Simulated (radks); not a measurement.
Results of a calculation; reference values are marked as such.
Task: Xe36+, 18 electrons, occupied as [Ar] (the NIST ground configuration). Level of theory: Dirac Kohn-Sham, PBE, spin-unpolarised, spherical densities, finite nucleus; Fermi nuclear charge, rms radius 4.7859 fm (a radial shooting solver on a logarithmic mesh with Libxc functionals).

Spin-orbit splittings of the eigenvalues, e(l+1/2) - e(l-1/2), with zeta = 2 splitting/(2l+1) and mean radii in bohr:

| shell | occ. | splitting (eV) | zeta (eV) | <r> j=l-1/2 | <r> j=l+1/2 |
|---|---|---|---|---|---|
| 2p | 6 | 330.1 | 220.1 | 0.09523 | 0.1008 |
| 3p | 6 | ? | ? | 0.2669 | 0.2757 |
| 3d | 0 | 18.49 | 7.394 | 0.2405 | 0.2432 |
| 4p | 0 | 28.93 | 19.29 | 0.5279 | 0.5399 |

Estimate the 3p splitting.

Result: 78.88 eV (zeta = 52.59 eV).
